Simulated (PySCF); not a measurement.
# Radial density of Fe⁻ (iron, charge -1)

UHF, [Ar] 3d7 4s2, high-spin 4F determinant. Computed with PySCF 2.14 in aug-cc-pwCVTZ-DK (10s9p7d4f3g, 127 functions), with the spin-free X2C one-electron Hamiltonian (Gaussian nucleus).

| r (bohr) | 4πr²ρ (e/bohr) | 4πr²(ρα − ρβ) |
| --- | --- | --- |
| 0.00104 | 0.2281 | 0.0000 |
| 0.00175 | 0.5755 | 0.0001 |
| 0.00294 | 1.421 | 0.0001 |
| 0.00494 | 3.385 | 0.0003 |
| 0.00830 | 7.589 | 0.0006 |
| 0.0140 | 15.27 | 0.0012 |
| 0.0235 | 25.50 | 0.0014 |
| 0.0395 | 31.41 | -0.0002 |
| 0.0665 | 26.61 | -0.0042 |
| 0.112 | 26.14 | 0.0101 |
| 0.188 | 34.96 | 0.1727 |
| 0.316 | 19.87 | 0.8870 |
| 0.532 | 14.33 | 2.2653 |
| 0.895 | 14.46 | 2.4499 |
| 1.51 | 4.161 | 1.1245 |
| 2.53 | 0.9634 | 0.3425 |
| 4.26 | 0.3717 | 0.0606 |
| 7.16 | 0.1373 | -0.0630 |
| 12.0 | 0.02935 | -0.0265 |
| 20.3 | 5.283e-05 | 0.0000 |

Densities and radii are taken from the X2C orbitals without a picture-change correction, which distorts them close to the nucleus.

⟨S²⟩ = 3.99 against 3.75 shows spin contamination. At UHF the highest occupied level has a positive energy, so only the finite basis holds that electron.

Problem. Where is the radial spin density 4πr²(ρα − ρβ) most negative, and why is it negative at all?

Solution. Around r = 7.16 bohr, down to -0.0630 e/bohr: exchange with the open shell polarises the paired shells in an unrestricted calculation.
